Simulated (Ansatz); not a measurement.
Basis sets compared for trans-RuCl2(PF3)4 (P₄RuCl₂F₁₂). Total charge 0; singlet. Geometry PBE-D4/def2-SVP. Ansatz on 2 threads of AMD EPYC 7R13 on a shared host and a share (18 GiB) of an NVIDIA H100 80GB HBM3; times are rough, and most runs start from earlier orbitals.

```xyz
19

Cl   -0.698   -2.322    0.124
Cl    0.696    2.321   -0.127
F     3.150    0.224    1.218
F     2.727   -1.863    0.061
F     1.835   -1.501    2.301
F    -3.302   -0.046    0.048
F    -2.430   -0.469   -2.189
F    -2.540    1.796   -1.332
F    -1.816    1.747    2.135
F     0.330    1.101    3.095
F    -1.493   -0.495    2.997
F     2.415    0.237   -2.241
F     0.243    0.795   -3.197
F     0.882   -1.524   -2.892
P     1.937   -0.756    0.894
P    -2.059    0.349   -0.871
P    -0.755    0.559    2.058
P     0.877   -0.153   -2.081
Ru    0.000   -0.001   -0.001
```

In the def2 sets Ru takes a core potential; there is no spin–orbit coupling. Single mean-field runs in def2-TZVP are fitted with def2-universal-jkfit. Another isomer (singlet) lies 0.36 eV lower at PBE0-D4/def2-TZVP; other spin states weren't run for this one.

Binding counts from free atoms (Cl doublet, F doublet, P quartet, Ru quintet) in the same basis, without a counterpoise term.

| level | functions | energy (Eh) | HOMO (eV) | LUMO (eV) | binding per atom (eV) | wall time |
| --- | --- | --- | --- | --- | --- | --- |
| PBE-D4/def2-SVP | 307 | -3575.7087 | -6.05 | -3.35 | 4.14 | 7 s |
| PBE0-D4/def2-SVP | 307 | -3575.8058 | -7.63 | -2.56 | 3.84 | 6.5 s |

Question: Estimate the rows for PBE-D4/def2-TZVP (with forces), PBE0-D4/def2-TZVP.

Answer: 
| level | functions | energy (Eh) | HOMO (eV) | LUMO (eV) | binding per atom (eV) | wall time |
| --- | --- | --- | --- | --- | --- | --- |
| PBE-D4/def2-TZVP (with forces) | 634 | -3578.1103 | -6.30 | -3.59 | 4.20 | 9.5 s |
| PBE0-D4/def2-TZVP | 634 | -3578.2013 | -7.76 | -2.68 | 3.95 | 11 s |
